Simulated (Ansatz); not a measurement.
`BOB[SiH2][AlH2]` + `[OH][AlH2]` → `[AlH2][O][AlH2]` + `BOB[SiH3]`  (cleavage of the Al–Si bond)

Program: Ansatz. Geometries: PBE0-D4/def2-TZVP. ΔE: electronic, gas phase. CBS: MP2 limit from def2 TZ/QZ plus the TZ coupled-cluster correction, frozen cores. This one scheme is used for every species. DFT in def2-TZVPP. B3LYP here is the variant with VWN-RPA as its local correlation; programs differ in this. Each species was taken in one conformer, which may not be the lowest.

CCSD(T)/CBS gives -146.2 kJ/mol.

Problem. Another level gave -145.8 kJ/mol. Which?
A. r2SCANh/def2-TZVPP
B. ωB97X-V/def2-TZVPP
C. B3LYP/def2-TZVPP
D. PBE-D4/def2-TZVPP

Solution. B. ωB97X-V -145.8, r2SCANh -134.9, B3LYP -141.7, PBE-D4 -106.2 kJ/mol.

Largest T1 diagnostic among the species: 0.017.

In def2-TZVPP, CCSD(T) changes the Hartree–Fock value by +29.5 kJ/mol (the triples alone add +4.9 kJ/mol) and MP2 by +20.1 kJ/mol. From r2SCAN to r2SCAN0 (25 % exact exchange), in def2-TZVPP and without D4, ΔE moves by −7.3 kJ/mol. At CCSD(T), def2-SVP lies −5.3 kJ/mol from the extrapolated value and def2-TZVPP −3.3 kJ/mol.
